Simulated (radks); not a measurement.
The molybdenum ion Mo+ inside a hard spherical wall (all orbitals vanish at R), configuration held at [Kr] 4d5 and not refilled when levels cross. All-electron calculation, scalar-relativistic Kohn-Sham, LDA (Slater exchange, Perdew-Wang correlation), spin-polarised, spherical densities, finite nucleus; open shells are filled with parallel spins first (spin-orbit coupling, left out, can overturn this in heavy ions); Fermi nuclear charge, rms radius 4.4091 fm. Program: a radial shooting solver on a logarithmic mesh with Libxc functionals. Eigenvalues in eV for spin up, with the zero of energy where the potential of the charges vanishes at infinity; a dash marks a level that is unbound or too diffuse for the functional's potential to be trusted. A positive occupied level is held by the wall or, in an anion where self-interaction has pushed it up, behind a barrier. The pressure on the wall is -dE/dV.

| R (bohr) | E (hartree) | kinetic (hartree) | e(3d) | e(4s) | e(4p) | e(4d) | e(5s, empty) | e(5p, empty) | pressure (GPa) |
|---|---|---|---|---|---|---|---|---|---|
| free | -4044.22892 | 4168.602 | -227.76 | -71.961 | -46.263 | -11.547 | -10.682 | -6.381 | 0 |
| 20 | -4044.22892 | 4168.602 | -227.76 | -71.961 | -46.263 | -11.547 | -10.682 | -6.381 | < 0.0001 |
| 15 | -4044.22892 | 4168.602 | -227.76 | -71.961 | -46.263 | -11.547 | -10.682 | -6.381 | < 0.0001 |
| 10 | -4044.22891 | 4168.602 | -227.75 | -71.959 | -46.262 | -11.546 | -10.679 | -6.359 | 0.000404 |
| 7 | -4044.22750 | 4168.616 | -227.65 | -71.867 | -46.173 | -11.466 | -10.526 | -5.870 | 0.109 |
| 4 | -4044.06718 | 4169.469 | -223.72 | -68.554 | -43.033 | -8.174 | -3.464 | 4.901 | 38.3 |
| 3.5 | -4043.85744 | 4170.431 | -220.59 | -66.135 | -40.727 | -5.388 | 3.200 | 13.654 | 122 |
| 2.5 | -4041.69257 | 4179.853 | -202.20 | -53.011 | -27.243 | 12.216 | 48.829 | 67.316 | 2080 |
| 1.5 | -4011.97585 | 4279.914 | -108.81 | 38.327 | 74.000 | 132.52 | 363.01 | 394.65 | 99400 |
